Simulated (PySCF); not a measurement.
# CsC: frontier orbitals

r²SCAN at R = 2.751 Å; PySCF, scalar-relativistic core potentials, basis sets Cs def2-TZVP with ECP46, C def2-TZVP. State: ⁴Σ⁻ (quartet), unpaired electrons σ ↑, π ↑↑. Only the outer orbitals are listed, counted within each symmetry, core potentials removing the inner ones.

| spin | orbital | occ. | ε (eV) | on Cs (%) | main shells (%) |
| --- | --- | --- | --- | --- | --- |
| α | 2σ | 1 | -27.59 | 100 | 100 Cs s |
| α | 3σ | 1 | -14.07 | 78 | 78 Cs p, 20 C s |
| α | 1π | 1 | -13.79 | 100 | 100 Cs p |
| α | 1π | 1 | -13.79 | 100 | 100 Cs p |
| α | 4σ | 1 | -11.54 | 21 | 79 C s, 19 Cs p |
| α | 2π | 1 | -3.21 | 8 | 92 C p |
| α | 2π | 1 | -3.21 | 8 | 92 C p |
| α | 5σ | 1 | -3.16 | 11 | 89 C p |
| α | 6σ | 0 | -1.03 | 99 | 88 Cs s, 11 Cs p |
| α | 3π | 0 | 0.02 | 100 | 77 Cs p, 23 Cs d |
| α | 3π | 0 | 0.02 | 100 | 77 Cs p, 23 Cs d |
| β | 2σ | 1 | -27.52 | 100 | 100 Cs s |
| β | 1π | 1 | -13.72 | 100 | 100 Cs p |
| β | 1π | 1 | -13.72 | 100 | 100 Cs p |
| β | 3σ | 1 | -13.54 | 97 | 97 Cs p |
| β | 4σ | 1 | -7.53 | 5 | 95 C s |
| β | 5σ | 0 | -0.68 | 97 | 77 Cs s, 20 Cs p |
| β | 2π | 0 | 0.13 | 45 | 55 C p, 45 Cs d |
| β | 2π | 0 | 0.13 | 45 | 55 C p, 45 Cs d |

Question: Which are the highest filled and the lowest empty level, where do they sit, and how wide is the gap?

Answer: Highest filled α 5σ at -3.16 eV (in %: 89 C p); lowest empty α 6σ at -1.03 eV (in %: 88 Cs s, 11 Cs p); the gap at r²SCAN is 2.13 eV.

| Item | Value |
| --- | --- |
| bond order (Mayer) | 0.49 |
| ⟨S²⟩ | 3.755 |
| charge on Cs (Mulliken, basis-dependent) | 0.72 |
| charge on Cs (Löwdin, basis-dependent) | 0.57 |
| dipole moment (positive dipole means Cs(−)C(+)) | -9.00 D |

Spin–orbit coupling is left out. The state was picked by a PBE0 search and need not be the measured ground state.
